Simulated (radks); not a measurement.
Calculated with a radial shooting solver on a logarithmic mesh with Libxc functionals: Dirac Kohn-Sham, LDA (Slater exchange, Perdew-Wang correlation), spin-unpolarised, spherical densities, point nucleus; open shells are shared between the two j in proportion to 2j + 1. Each species is in its NIST ground configuration. Rank Eu4+, La4+, Ce4+, Yb4+, Pr4+, Tm4+, Tb4+, Pm4+, Nd4+, Ho4+, Gd4+, Sm4+, Lu4+, Dy4+, Er4+ by mean radius of the outermost orbital (bohr), largest first.

Answer. La4+ 1.73, Ce4+ 1.66, Pr4+ 1.63, Nd4+ 1.60, Pm4+ 1.57, Sm4+ 1.54, Eu4+ 1.52, Gd4+ 1.49, Tb4+ 1.47, Dy4+ 1.45, Ho4+ 1.43, Er4+ 1.41, Tm4+ 1.39, Yb4+ 1.37, Lu4+ 1.35.
